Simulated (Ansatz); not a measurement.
`[AlH2][NH][SiH3]` + `C[O][Ga]([OH])[Br]` → `C[O][Ga]([Br])[O][SiH3]` + `[NH2][AlH2]`  (ligand exchange at the Si–N bond)

Computed with Ansatz on PBE0-D4/def2-TZVP structures; ΔE is electronic, products minus reactants. CBS: MP2 limit from def2 TZ/QZ plus the TZ coupled-cluster correction, frozen cores. This one scheme is used for every species. DFT in def2-TZVPP. B3LYP here is the variant with VWN-RPA as its local correlation; programs differ in this. For Br, Ga outer-core shells are correlated without core-valence functions, which leaves a few kJ/mol of doubt a bond. Scalar relativity is left out up to krypton. One conformer a species, not always the lowest.

| level | ΔE (kJ/mol) |
| --- | --- |
| B3LYP-D4 | -48.5 |
| RPA@PBE/def2-TZVPP | -46.5 |

(1) What does CCSD(T)/CBS give? (Estimate.)

Largest T1 diagnostic among the species: 0.012.

Results:

(1) Ansatz gave: -45.9 kJ/mol. The listed levels differ from it by -2.6, -0.6 kJ/mol.

From BLYP to BHLYP (50 % exact exchange), in def2-TZVPP and without D4, ΔE moves by −6.5 kJ/mol. In def2-TZVPP, CCSD(T) changes the Hartree–Fock value by +12.0 kJ/mol (the triples alone add +1.8 kJ/mol) and MP2 by +12.6 kJ/mol.
